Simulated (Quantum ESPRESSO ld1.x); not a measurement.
Results of a calculation; reference values are marked as such.
Problem. Rh26+, configuration [Ar] 3d1 (the NIST ground configuration). Level of theory: scalar-relativistic Kohn-Sham, LDA (Slater exchange, Perdew-Wang correlation), spin-polarised, spherical densities, point nucleus; open shells are filled with parallel spins first (ld1.x of Quantum ESPRESSO 7.5). Some entries of the table are withheld. Estimate them.

orbital,occ.,eigenvalue (eV),r(max) (bohr)
1s up,1,-24178.0,0.021
1s down,1,-24178.0,0.021
2s up,1,-4489.91,0.119
2s down,1,-4486.78,0.119
2p up,3,(1),0.095
2p down,3,(2),0.095
3s up,1,(3),0.332
3s down,1,(4),0.332
3p up,3,-1457.82,(5)
3p down,3,-1454.19,(6)
3d up,1,-1307.08,0.259
3d down,0,-1302.68,0.261

Solution. 
(1) 2p up eigenvalue (eV): -4152.10
(2) 2p down eigenvalue (eV): -4149.70
(3) 3s up eigenvalue (eV): -1566.78
(4) 3s down eigenvalue (eV): -1563.28
(5) 3p up r(max) (bohr): 0.322
(6) 3p down r(max) (bohr): 0.322
